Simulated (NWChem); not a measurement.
Molecule: thionyl fluoride (SOF2); SMILES O=S(F)F

Computed with NWChem. Coordinates come from a PBE0/def2-SVP optimisation. Ions are spin-unrestricted doublets at the neutral geometry; other ion states weren't tried.

Task: What does the run give for PBE/def2-SVP? Quantities: vertical ionisation energy, ΔSCF (eV); −ε(HOMO) (eV).

Result: 
- vertical ionisation energy, ΔSCF (eV) = 12.09
- −ε(HOMO) (eV) = 7.88
